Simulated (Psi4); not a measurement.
Computed with SAPT0/jun-cc-pVDZ, frozen core in Psi4.

Psi4 input:

```
molecule {
0 1
Br 0.71241346 -0.00000000 -0.00000000
H -0.71241346 0.00000000 0.00000000
--
0 1
Br -1.41730561 2.25945088 -1.88178461
Br -2.75445598 3.54846142 -3.26496242
units angstrom
symmetry c1
no_reorient
no_com
}
set basis jun-cc-pvdz
set scf_type df
set freeze_core true
energy('sapt0')
```

Part of the output:

```
    SAPT Results
  --------------------------------------------------------------------------------------------------------
    Electrostatics                 -1.50325194 [mEh]      -0.94330483 [kcal/mol]      -3.94678743 [kJ/mol]
      Elst10,r                     -1.50325194 [mEh]      -0.94330483 [kcal/mol]      -3.94678743 [kJ/mol]

    Exchange                        4.85633651 [mEh]       3.04739717 [kcal/mol]      12.75030976 [kJ/mol]
      Exch10                        4.85633651 [mEh]       3.04739717 [kcal/mol]      12.75030976 [kJ/mol]
      Exch10(S^2)                   4.83924194 [mEh]       3.03667017 [kcal/mol]      12.70542797 [kJ/mol]

    Induction                      -1.25305987 [mEh]      -0.78630694 [kcal/mol]      -3.28990825 [kJ/mol]
      Ind20,r                      -5.20287180 [mEh]      -3.26485134 [kcal/mol]     -13.66013802 [kJ/mol]
      Exch-Ind20,r                  4.70780961 [mEh]       2.95419513 [kcal/mol]      12.36035244 [kJ/mol]
      delta HF,r (2)               -0.75799769 [mEh]      -0.47565073 [kcal/mol]      -1.99012266 [kJ/mol]

    Dispersion                     -2.31506925 [mEh]      -1.45272789 [kcal/mol]      -6.07821348 [kJ/mol]
      Disp20                       -2.59101559 [mEh]      -1.62588683 [kcal/mol]      -6.80271050 [kJ/mol]
      Exch-Disp20                   0.27594634 [mEh]       0.17315894 [kcal/mol]       0.72449702 [kJ/mol]
      Disp20 (SS)                  -1.29550780 [mEh]      -0.81294342 [kcal/mol]      -3.40135525 [kJ/mol]
      Disp20 (OS)                  -1.29550780 [mEh]      -0.81294342 [kcal/mol]      -3.40135525 [kJ/mol]
      Exch-Disp20 (SS)              0.11314885 [mEh]       0.07100197 [kcal/mol]       0.29707226 [kJ/mol]
      Exch-Disp20 (OS)              0.16279749 [mEh]       0.10215697 [kcal/mol]       0.42742476 [kJ/mol]

  Total HF                          2.10002470 [mEh]       1.31778539 [kcal/mol]       5.51361408 [kJ/mol]
  Total SAPT0                      -0.21504455 [mEh]      -0.13494249 [kcal/mol]      -0.56459940 [kJ/mol]
```
